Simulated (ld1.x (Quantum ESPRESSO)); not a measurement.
## Al (Z = 13), RRKJ: configuration errors across variants

ld1.x (Quantum ESPRESSO) 7.5 input, shortened:

```
&input
   title='Al', zed=13., rel=1, dft='BP', iswitch=3,
   config='[Ne] 3s2 3p1'
 /
 &inputp
   pseudotype=2, tm=.false., rho0=0.02, lloc=1,
   nlcc=.false.
 /
2
2S  1  0   2.00   0.00  0.75  0.75  0.0
2P  2  1   6.00   0.00  0.80  0.80  0.0
 &test
   configts(1)='2s2 2p6 3s2 3p1'
 /
```

Occupied shells without a wave of their own: 3p, 3s. They enter only through the test configuration that unscreens the potential.

All-electron excitation energies from the reference (eV): (1) 2s2 2p6 3s2 3p0 5.860; (2) 2s2 2p6 3s1 3p0 25.227; (3) 2s2 2p6 3s0 3p0 53.462; (4) 2s1 2p6 3s2 3p1 120.855; (5) 2s2 2p6 3s1 3p1 11.685; (6) 2s2 2p6 3s2 3p0.5 2.135; (7) 2s2 2p6 3s2 3p1.3 -0.604.

For the base: The 3p, 3s levels have no wave, so the channel is fitted at the deeper level alone: the likely source of the large errors.

6 further variants failed, have other tests or another functional or relativity, and are left out.

The file “wave 2p (bound): rc 0.80 bohr becomes 2p (bound): rc 1.10 bohr” misses its own reference levels by 0.5 eV.

Errors AE − PS in meV (a dash: test not solved or not reliable):

```csv
change,(1),(2),(3),(4),(5),(6),(7),bound ghosts
base,+78,+289,+593,-102,+141,+32,-13,none
wave 2p (bound): rc 0.80 bohr becomes 2p (bound): rc 1.10 bohr,+326,+1195,+2428,-464,+586,+132,-52,none
type TM; rho0 0,+79,+194,+351,-163,+63,+32,-13,none
local potential the s channel,+11,-145,-390,-49,-134,+4.1,-1.6,none
wave 2s (bound): rc 0.75 bohr becomes 2s (bound): rc 0.60 bohr,+78,+260,+518,-136,+117,+32,-13,none
wave 2p (bound): rc 0.80 bohr becomes 2p (bound): rc 0.54 bohr,+9.3,+51,+115,+40,+31,+3.8,-1.5,none
```

Problem. Give the same row for: all radii scaled by about 0.83 (s 0.62, p 0.66 bohr).

Solution. +27, +80, +153, -30, +31, +11, -4.4; bound ghosts: none.
